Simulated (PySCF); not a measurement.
Zn(I)(SeH) (HISeZn), SMILES [SeH][Zn][I].

Geometry optimised at r2SCAN-D4/def2-SVP. The structure was generated by enumeration; whether it is a known compound was not checked. The def2 effective core potentials stand for the cores of I; spin–orbit coupling is left out. The values are those of a single conformer.

These are M06-2X/def2-TZVPD (PySCF) values and carry that method's errors.

Symmetry labels are those of the subgroup Cs that the program uses (full group Cs).

Computed valence orbital energies around the gap with their symmetry:
```
orbital  symmetry  energy (eV)
-------  --------  -----------
HOMO−7         A"       -18.93
HOMO−6         A'       -18.57
HOMO−5         A'       -12.24
HOMO−4         A'       -11.06
HOMO−3         A'        -9.58
HOMO−2         A"        -9.06
HOMO−1         A'        -9.00
HOMO           A"        -8.40
LUMO           A'        -0.87
LUMO+1         A'        -0.54
LUMO+2         A"        -0.17
LUMO+3         A'         0.17
```
